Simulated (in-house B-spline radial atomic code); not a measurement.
A fraction x of an electron is removed from 2p in the fluorine ion F⁺, starting from [He] 2s2 2p4 and keeping the highest spin. Level of theory: non-relativistic LDA VWN5, spin-polarised, spherical fractional occupations, point nucleus; calculated with a radial B-spline atomic code at the basis-set limit.

| x | E(x) - E(0) (eV) | 2p down level (eV) |
| --- | --- | --- |
| 0 | 0.0000 | -26.193 |
| 0.11 | 2.9858 | -28.100 |
| 0.17 | 4.7033 | -29.152 |
| 0.34 | 9.9154 | -32.178 |
| 0.4 | 11.8785 | -33.260 |
| 0.5 | 15.2955 | -35.081 |
| 0.58 | 18.1607 | -36.552 |
| 0.73 | 23.8520 | -39.339 |
| 0.87 | 29.5434 | -41.972 |
| 0.94 | 32.5279 | -43.298 |
| 1 | 35.1599 | - |

The exact functional would give a straight line between the two integer points. Deviations E(x) - E(0) - x[E(1) - E(0)], in eV: -0.882 at x = 0.11, -1.274 at x = 0.17, -2.039 at x = 0.34, -2.185 at x = 0.4, -2.284 at x = 0.5, -2.232 at x = 0.58, -1.815 at x = 0.73, -1.046 at x = 0.87, -0.522 at x = 0.94.

The curve lies below the straight line by up to 2.284 eV (at x = 0.5): convex, the delocalisation error that favours fractional charges.

**Question.** How well does Slater's transition state (minus the level at half occupation) give the ionisation energy?

**Answer.** It gives 35.081 eV against 35.160 eV from the two total energies; NIST lists 34.97 eV, ground level to ground level.
